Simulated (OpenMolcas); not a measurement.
Ru4+ (d4) among equal point charges was computed by CASSCF with the d shell active (OpenMolcas, ANO-RCC-VDZP on the metal). Its lowest spin-free states, and all those of the highest spin:

| 2S+1 | Degeneracy | E (cm-1) |
| --- | --- | --- |
| 5 | 1 | 0.0 |
| 5 | 1 | 3848 |
| 5 | 1 | 4371 |
| 5 | 2 | 6434 |
| 3 | 2 | 18826 |
| 3 | 1 | 19689 |
| 3 | 1 | 20468 |
| 3 | 1 | 21852 |
| 3 | 1 | 22519 |
| 3 | 2 | 22573 |
| 3 | 2 | 23086 |
| 3 | 1 | 23498 |

Q: Is the site octahedral, tetrahedral or cube-like, axial, or of lower symmetry?

A: The states with 2S+1 = 5 have orbital degeneracies 1, 1, 1, 2. There are pairs but no triples, so the site is axial: not cubic, but with a proper or improper axis of order three or more. The run had Ru4+ among 6 point charges of -1.7 e arranged as a tetragonal octahedron (D4h), 2.17 Å from the ion, with the axial distance 2.409 Å.

Without dynamic correlation the repulsion within the d shell is too large (B by tens of per cent), so at a given field states of lower spin stand too high. Point charges give a weaker field than real ligands, and real ions of this kind are as a rule low spin; the high spin found here belongs to the model. This is an electrostatic model: the charges have no orbitals. No measured value stands beside these numbers.
